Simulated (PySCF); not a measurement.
CH6NSi4 (doublet state).
Geometry (GFN2-xTB, Å), atoms numbered from 1 in this order:
```xyz
12
CH6NSi4 angstrom
N      1.784   -2.969   -1.480
C      1.303   -2.315   -0.668
Si     0.514   -1.187    0.589
Si    -1.682   -0.749   -0.109
Si    -1.224    1.539   -0.359
Si     1.010    1.083    0.196
H      1.007   -1.821    1.828
H     -2.845   -1.287    0.626
H     -1.890    2.533    0.498
H     -1.496    2.035   -1.715
H      1.500    1.774    1.395
H      2.019    1.363   -0.827
```

Identity: `N#C[Si@@H]1[SiH][SiH2][SiH2]1` [radical].

The calculation used UKS B3LYP, pcH-1 on C H N Si, non-relativistic, mean-field spin-orbit, GIAO (PySCF). Isolated species at its GFN2-xTB geometry, gas phase. The geometry wasn't refined by DFT: couplings that depend on bond lengths, twists or pyramidal angles can differ widely from those at the functional's own minimum, by a factor of two or more for some ions and for spin on atoms past the first row. The SCF solution wasn't tested for stability.

(1) Where do the isotropic ENDOR lines of H9, H7, H12, H10, H8 and H11 fall at 1205.4 mT, to first order?

(2) Which pairs are centred on the nuclear Larmor frequency, and which on half the coupling?

(3) At what field would the lower line of H12 fall to zero frequency?

Results:

(1) For S = 1/2 in fast tumbling each set of equivalent nuclei gives two lines, ν± = |νn ± a/2| to first order, with νn = g_N μN B/h and μN/h = 7.62259 MHz/T.

```csv
nuclei,isotope,g_N,νn (MHz),a_iso (MHz),lower line (MHz),upper line (MHz)
H9,1H,5.5857,51.32,50.29,26.18,76.47
H7,1H,5.5857,51.32,33.36,34.64,68.00
H12,1H,5.5857,51.32,29.41,36.62,66.03
H10,1H,5.5857,51.32,23.60,39.52,63.12
H8,1H,5.5857,51.32,-8.54,47.05,55.59
H11,1H,5.5857,51.32,-5.25,48.70,53.95
```

(2) Centred on νn, since |a| < 2νn: H9, H7, H12, H10, H8 and H11. No pair has |a| > 2νn.

(3) Where νn = |a|/2, that is B = 14.70 MHz/(5.5857 × 7.62259 MHz/T) = 345 mT, as far as first order holds there.

The largest Mulliken spin population is on Si4 (+0.92). The angles at Si4 add up to 337.3°, so it is pyramidal.

Hardware: an Arm Neoverse V2 with one thread, shared host. Cost: 63 s of wall time (with the writing of density and orbital grids), 0.85 GiB resident at most.
